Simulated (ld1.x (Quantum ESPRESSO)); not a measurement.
## manganese: excitation energies, all-electron against TM

| Item | Value |
| --- | --- |
| Element | Mn |
| Generator | ld1.x (Quantum ESPRESSO) 7.5 |
| Type | norm-conserving Troullier–Martins (Kleinman–Bylander form) |
| Functional | PBE |
| Relativity | scalar-relativistic |
| Frozen core | [Ne] |
| Valence charge | 15 |
| Reference configuration | 3s2 3p6 3d4 4s0 4p0 (charge +3) |
| Partial waves | 3p (bound): rc 1.15 bohr; 3d (bound): rc 1.55 bohr; 3s (bound): rc 0.75 bohr |
| Local potential | the s channel |
| Core correction | none |

Energies are relative to the spin-unpolarised reference configuration 3s2 3p6 3d4 4s0 4p0; without spin polarisation the order of configurations can differ from experiment.

(1) Give the all-electron excitation energy and the error of the potential for: 3s2 3p6 3d5 4s2 4p0; 3s2 3p6 3d5 4s1 4p0; 3s2 3p6 3d5 4s0 4p0; 3s2 3p6 3d5 4s1.5 4p0; 3s2 3p6 3d4 4s2 4p0; 3s2 3p6 3d5 4s1 4p1; 3s2 3p5 3d5 4s2 4p0.

Levels in the configuration 3s2 3p6 3d5 4s1 4p0:

```
level  all-electron (eV)  pseudo (eV)
   3s            -94.103      -94.026
   3p            -62.830      -62.744
   3d            -14.908      -14.895
   4s            -11.877      -11.902
```

Results:

(1)

| valence configuration | charge | ΔE all-electron (eV) | error AE − PS (meV) |
| --- | --- | --- | --- |
| 3s2 3p6 3d5 4s2 4p0 | 0 | -56.534 | +77 |
| 3s2 3p6 3d5 4s1 4p0 | +1 | -48.118 | +59 |
| 3s2 3p6 3d5 4s0 4p0 | +2 | -32.519 | +24 |
| 3s2 3p6 3d5 4s1.5 4p0 | +0.5 | -53.174 | +70 |
| 3s2 3p6 3d4 4s2 4p0 | +1 | -43.347 | +133 |
| 3s2 3p6 3d5 4s1 4p1 | 0 | -52.677 | +56 |
| 3s2 3p5 3d5 4s2 4p0 | +1 | 5.445 | +110 |
